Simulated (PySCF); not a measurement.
Two-component Hartree-Fock for Sn⁺ (tin, charge +1)

Start: [Kr] 4d10 5s1 5p2; 5s1/2 filled at m_j = +1/2; 5p3/2 filled at m_j = +1/2, +3/2. Calculated with PySCF 2.14 in x2c-TZVPall-2c: generalised Hartree-Fock with the X2C-1e Hamiltonian and a Gaussian nucleus; one run each with spin-orbit coupling (SO) switched off, then screened by Boettger's factors. This is a chosen level, not necessarily the ground level.

```json
{"spinor shell": "1s1/2", "electrons": "2", "ε, spin-free (eV)": "-29356.3", "ε, screened SO (eV)": "-29353.7", "weight of nominal j (screened SO)": "1.000", "rms radius, screened SO (bohr)": "0.0333"}
{"spinor shell": "2s1/2", "electrons": "2", "ε, spin-free (eV)": "-4532.5", "ε, screened SO (eV)": "-4531.8", "weight of nominal j (screened SO)": "1.000", "rms radius, screened SO (bohr)": "0.136"}
{"spinor shell": "2p1/2", "electrons": "2", "ε, spin-free (eV)": "-4062.8", "ε, screened SO (eV)": "-4222.8", "weight of nominal j (screened SO)": "1.000", "rms radius, screened SO (bohr)": "0.118"}
{"spinor shell": "2p3/2", "electrons": "4", "ε, spin-free (eV)": "-4062.8", "ε, screened SO (eV)": "-3989.9", "weight of nominal j (screened SO)": "1.000", "rms radius, screened SO (bohr)": "0.123"}
{"spinor shell": "3s1/2", "electrons": "2", "ε, spin-free (eV)": "-921.96", "ε, screened SO (eV)": "-921.83", "weight of nominal j (screened SO)": "1.000", "rms radius, screened SO (bohr)": "0.361"}
{"spinor shell": "3p1/2", "electrons": "2", "ε, spin-free (eV)": "-764.71", "ε, screened SO (eV)": "-794.91", "weight of nominal j (screened SO)": "1.000", "rms radius, screened SO (bohr)": "0.354"}
{"spinor shell": "3p3/2", "electrons": "4", "ε, spin-free (eV)": "-764.71", "ε, screened SO (eV)": "-750.96", "weight of nominal j (screened SO)": "1.000", "rms radius, screened SO (bohr)": "0.366"}
{"spinor shell": "3d3/2", "electrons": "4", "ε, spin-free (eV)": "-523.19", "ε, screened SO (eV)": "-528.47", "weight of nominal j (screened SO)": "1.000", "rms radius, screened SO (bohr)": "0.340"}
{"spinor shell": "3d5/2", "electrons": "6", "ε, spin-free (eV)": "-523.19", "ε, screened SO (eV)": "-519.60", "weight of nominal j (screened SO)": "1.000", "rms radius, screened SO (bohr)": "0.343"}
{"spinor shell": "4s1/2", "electrons": "2", "ε, spin-free (eV)": "-169.16", "ε, screened SO (eV)": "-169.19", "weight of nominal j (screened SO)": "1.000", "rms radius, screened SO (bohr)": "0.874"}
{"spinor shell": "4p1/2", "electrons": "2", "ε, spin-free (eV)": "-119.38", "ε, screened SO (eV)": "-124.88", "weight of nominal j (screened SO)": "1.000", "rms radius, screened SO (bohr)": "0.930"}
{"spinor shell": "4p3/2", "electrons": "4", "ε, spin-free (eV)": "-119.38", "ε, screened SO (eV)": "-116.95", "weight of nominal j (screened SO)": "1.000", "rms radius, screened SO (bohr)": "0.959"}
{"spinor shell": "4d3/2", "electrons": "4", "ε, spin-free (eV)": "-44.791", "ε, screened SO (eV)": "-45.547", "weight of nominal j (screened SO)": "0.974", "rms radius, screened SO (bohr)": "1.17"}
{"spinor shell": "4d5/2", "electrons": "6", "ε, spin-free (eV)": "-44.791", "ε, screened SO (eV)": "-44.370", "weight of nominal j (screened SO)": "0.983", "rms radius, screened SO (bohr)": "1.18"}
{"spinor shell": "5s1/2", "electrons": "1", "ε, spin-free (eV)": "-24.823", "ε, screened SO (eV)": "-24.823", "weight of nominal j (screened SO)": "0.999", "rms radius, screened SO (bohr)": "2.50"}
{"spinor shell": "5p3/2", "electrons": "2", "ε, spin-free (eV)": "-15.393", "ε, screened SO (eV)": "-15.328", "weight of nominal j (screened SO)": "0.791", "rms radius, screened SO (bohr)": "3.08"}
```

```
   quantity    spin-free  screened SO
E (hartree)  -6172.63772  -6174.09368
        M_J          5/2          5/2
       ⟨J²⟩        8.758        8.757
       ⟨L²⟩        2.004        2.055
       ⟨S²⟩        3.753        3.747
```

Each row is a mean over spinors that exchange with the open shell spreads, by up to 0.647 eV (4s1/2).

Rows whose weight is well below 1 are mixtures of j = l ± 1/2: exchange outweighs spin-orbit coupling there, and the label is only the starting occupation.

Breit and QED terms are absent; they matter most for the inner s and p1/2 levels.

Densities and radii are taken from the X2C orbitals without a picture-change correction, which distorts them close to the nucleus.

Without spin-orbit coupling the j labels of p, d and f shells carry no meaning; the spin-free column gives the mean over the occupied spinors of each nl shell.
